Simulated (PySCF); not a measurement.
## Nuclear quadrupole coupling in `CCC[SiH2]C#CC#CC=O`

Species: C8H10OSi.
Geometry (GFN2-xTB, Å), atoms numbered from 1 in this order:
```xyz
20
C8H10OSi angstrom
C     -2.9784    1.2636   -1.1701
C     -2.0194    0.6828   -0.1374
C     -2.0799   -0.8432   -0.1011
Si    -0.8807   -1.6125    1.1601
C      0.8204   -1.0406    0.7020
C      1.9239   -0.6341    0.3940
C      3.1520   -0.1775    0.0633
C      4.2613    0.2277   -0.2250
C      5.5579    0.6989   -0.5550
O      5.8462    1.8327   -0.8416
H     -2.9192    2.3498   -1.1814
H     -2.7323    0.8979   -2.1651
H     -4.0045    0.9779   -0.9447
H     -2.2673    1.0822    0.8488
H     -1.0009    1.0011   -0.3725
H     -1.8603   -1.2283   -1.0996
H     -3.1019   -1.1527    0.1289
H     -1.1401   -1.1288    2.5207
H     -0.9014   -3.0771    1.0861
H      6.3197   -0.1091   -0.5232
```

Field gradients from the PBE0/pcSseg-1 density (PySCF, non-relativistic), principal values in atomic units, ordered |Vxx| ≤ |Vyy| ≤ |Vzz|:

```csv
atom,Vxx,Vyy,Vzz
O10,0.5223,1.6464,-2.1687
```

Find the asymmetry η = (Vxx − Vyy)/Vzz and the couplings χ = eQV/h (234.96 MHz × Q in barn × V in au), with Q(17O) = −0.0256 b.

```json
{"atom": "O10", "environment": "aldehyde oxygen", "nucleus": "17O", "η": "0.52", "χzz (MHz)": "13.04", "χxx (MHz)": "-3.14", "χyy (MHz)": "-9.90"}
```

What is Vzz at O10 in SI units (1 au = 9.71736 × 10²¹ V/m²)?

-2.1687 au = -21.074 × 10²¹ V/m².

What couplings would deuterons (Q(2H) = 0.00286 b) have in place of the hydrogens, at this geometry?

| atom | bonded to | bond length (Å) | Vzz (au) | η | χzz (kHz) |
| --- | --- | --- | --- | --- | --- |
| H11 | C1 | 1.088 | 0.3152 | 0.02 | 212 |
| H12 | C1 | 1.088 | 0.3137 | 0.02 | 211 |
| H13 | C1 | 1.089 | 0.3132 | 0.02 | 210 |
| H14 | C2 | 1.092 | 0.3026 | 0.03 | 203 |
| H15 | C2 | 1.093 | 0.2995 | 0.03 | 201 |
| H16 | C3 | 1.093 | 0.3081 | 0.02 | 207 |
| H17 | C3 | 1.092 | 0.3094 | 0.02 | 208 |
| H18 | Si4 | 1.467 | 0.1585 | 0.01 | 106 |
| H19 | Si4 | 1.467 | 0.1585 | 0.01 | 107 |
| H20 | C9 | 1.111 | 0.2619 | 0.04 | 176 |

Geometry: GFN2-xTB, one conformer, isolated molecule. GFN2-xTB bond lengths can be off by several hundredths of an ångström, more for odd bonds, and the gradients follow them. These gradients aren't converged with respect to the basis.
